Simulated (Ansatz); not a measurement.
Relaxation of BFH$_{7}$NO (11 atoms, charge 0, multiplicity 1), to a largest force component of 0.03 eV/Å in at most 50 steps.

Method: Ansatz, RKS PBE-D4/6-31G*.

```xyz
11
Properties=species:S:1:pos:R:3
B 0.207 -1.348 -0.326
O 1.110 -0.539 -1.098
H -0.846 -1.581 -0.857
H 0.594 -1.868 0.694
H -0.582 1.184 0.658
N -1.209 0.591 1.206
H 0.585 1.650 -1.304
F 0.631 2.359 -0.717
H 1.953 -0.437 -0.610
H -1.788 0.036 0.569
H -0.658 -0.047 1.785
```

Problem. Where does it end, and by what steps?

Solution. The run converged. After 16 steps the energy has fallen by 1.312 eV; N6 moved furthest, 0.75 Å. Joined: B1–N6 (2.85 → 1.67 Å).

```tsv
step	energy less start (eV)	largest force component (eV/Å)	accepted
0	0.0000	1.336	yes
1	-0.1548	0.697	yes
2	-0.2025	0.828	yes
3	-0.2207	0.473	yes
4	-0.2370	0.315	yes
5	-0.2448	0.223	yes
6	-0.2684	0.394	yes
7	-0.2884	1.157	yes
8	-0.5528	2.057	yes
9	-1.0840	1.425	yes
10	-1.1787	1.907	yes
11	-1.2883	0.582	yes
12	-1.3074	0.126	yes
13	-1.2886	0.643	no
14	-1.3110	0.077	yes
15	-1.3108	0.173	no
16	-1.3121	0.022	yes
```

```xyz
11
Properties=species:S:1:pos:R:3
B -0.022 -0.948 -0.217
O 1.138 -0.241 -0.835
H -0.867 -1.171 -1.063
H 0.304 -1.900 0.473
H -0.643 1.088 0.311
N -0.747 0.160 0.795
H 0.734 1.168 -0.978
F 0.216 2.032 -0.840
H 1.941 -0.367 -0.297
H -1.743 -0.052 0.928
H -0.312 0.231 1.724
```

Whether the end is a true minimum wasn't checked by a vibrational analysis.

The run took 9 s on 2 threads of AMD EPYC 9R45 96-Core Processor (Zen 5) (shared host), peak memory 0.17 GiB.
